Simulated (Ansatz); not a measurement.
def2 core potentials replace the inner electrons of Sn.

Species: C7H10O3Sn, SMILES `[OH][Sn]([OH])([OH])[CH2]c1ccccc1` with one electron removed (charge 1, multiplicity 2).

Q: Give a relaxed geometry from PBE0-D3(BJ)/def2-SVP run with Ansatz (a quantum-chemistry and plane-wave program).

A: Several could match; the one computed here: the end point of this relaxation, one of several conformers (outside a Z-matrix the atoms follow the SMILES, hydrogens last).
Z-matrix (Å, degrees):
```
C
C 1 1.4344
C 2 1.3733 1 120.12
H 3 1.0916 2 120.38 1 -179.06
H 2 1.0919 3 120.81 4 0.81
C 3 1.4124 4 119.81 2 179.73
H 6 1.0930 3 119.48 4 -0.08
C 6 1.4117 7 119.52 3 179.39
C 8 1.3737 6 119.83 7 -179.63
H 8 1.0917 9 120.34 1 178.98
H 9 1.0919 8 120.91 10 -1.06
C 1 1.4345 2 120.46 5 -1.01
H 12 1.0981 1 116.84 2 -20.51
H 12 1.0984 13 114.52 1 141.31
Sn 12 2.2544 13 102.18 14 109.02
O 15 1.9537 12 113.64 13 -50.63
H 16 0.9676 15 115.25 12 -82.64
O 15 1.9540 16 109.11 17 164.28
H 18 0.9678 15 114.05 16 -15.92
O 15 1.9611 16 117.59 17 29.66
H 20 0.9672 15 115.23 16 63.76
```
